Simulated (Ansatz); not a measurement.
```yaml
crystal:
  periodic: [false, false, false]
  atoms:
    - {symbol: O, position_ang: [1.379831, -0.508289, -1.014383]}
    - {symbol: Mo, position_ang: [-0.081363, -1.731872, 0.410586]}
    - {symbol: F, position_ang: [-0.381363, -1.731872, 0.360586]}
    - {symbol: F, position_ang: [-0.766978, 0.804809, -1.416870]}
    - {symbol: F, position_ang: [1.105528, 0.918663, 1.077953]}
    - {symbol: F, position_ang: [-1.383841, 0.492968, 1.014688]}
basis:
  gaussian: {orbitals: x2c-TZVPPall}
hamiltonian: {xc: {name: HF}}
```

```sh
$ ansatz run in.yaml --threads 4 --pin off --events-out ev --progress --plain --max-ram 10444MiB
```

It prints (some lines left out):

```
Functional definition: HF
1690 factors; their error is unknown
mean field evaluation 1: about -119971.1721 eV, gradient 2.3e2 eV
mean field evaluation 2: about -119705.5669 eV, gradient 3.3e2 eV
mean field evaluation 4: about -120004.4048 eV, gradient 1.1e2 eV
mean field evaluation 8: about -120025.3418 eV, gradient 1.4e1 eV
mean field evaluation 16: about -120026.8940 eV, gradient 4.5e-1 eV
mean field evaluation 32: about -120028.7280 eV, gradient 2.0e-5 eV
a density is far from that of the atoms, so the factors are made again for it
1703 factors; integrals over basis functions are off by at most 1.1e-3 eV
mean field -120028.77724668 eV, -4410.9762053881 hartree, gradient 1.1e-5 eV, S^2 0.000000; 0 other end points of the search recorded, 0 dependent functions left out
reference -120028.77724668 eV, -4410.9762053881 hartree; 43, 43 occupied and 191, 191 virtual orbitals, 1703 factors
Total energy: -120028.77724668 eV, -4410.9762053881 hartree
Relativity: scalar
```

In this input one atom was put on top of another. The run converged. The result belongs to that input, not to the molecule as meant.
